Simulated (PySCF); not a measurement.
## Correlation energy of Ne(2+) (neon, charge +2)

[He] 2s2 2p4, high-spin 3P determinant. Calculation: PySCF 2.14, in def2-QZVPPD; no relativity, point nucleus. Frozen: nothing; 8 electrons correlated.

```
  level  correlation energy (mhartree)
   CCSD                        -194.07
    (T)                          -1.86
CCSD(T)                        -195.93
```

Diagnostics: T1 = 0.0023, D1 = 0.0064, largest double amplitude 0.021.

Cost of the coupled-cluster step: of the order of 4 core-seconds, for 8 correlated electrons.

Iterations:

```
CC2 = 0
CCSD nocc = (np.int64(5), np.int64(3)), nmo = (66, 66)
frozen orbitals [[], []]
max_cycle = 100
direct = 0
conv_tol = 1e-08
conv_tol_normt = 1e-06
diis_space = 8
diis_start_cycle = 0
Init t2, MP2 energy = -0.180016277171248
Init E_corr(UCCSD) = -0.180016277191078
cycle = 1  E_corr(UCCSD) = -0.191667225630752  dE = -0.0116509484  norm(t1,t2) = 0.0162058
cycle = 2  E_corr(UCCSD) = -0.193466045106832  dE = -0.00179881948  norm(t1,t2) = 0.00478023
cycle = 3  E_corr(UCCSD) = -0.194099034073317  dE = -0.000632988966  norm(t1,t2) = 0.00181165
cycle = 4  E_corr(UCCSD) = -0.194063339107328  dE = 3.5694966e-05  norm(t1,t2) = 0.000329092
cycle = 5  E_corr(UCCSD) = -0.194069467255186  dE = -6.12814786e-06  norm(t1,t2) = 5.52203e-05
cycle = 6  E_corr(UCCSD) = -0.194069871745279  dE = -4.04490093e-07  norm(t1,t2) = 1.02157e-05
cycle = 7  E_corr(UCCSD) = -0.194069661372783  dE = 2.10372496e-07  norm(t1,t2) = 2.38948e-06
cycle = 8  E_corr(UCCSD) = -0.194069668661501  dE = -7.28871793e-09  norm(t1,t2) = 3.94001e-07
UCCSD converged
E(UCCSD) = -126.575020077199  E_corr = -0.1940696686615011
UCCSD(T) correction = -0.00186148004229279
```

This basis was not built for core-valence correlation, so the inner-shell part is incomplete.
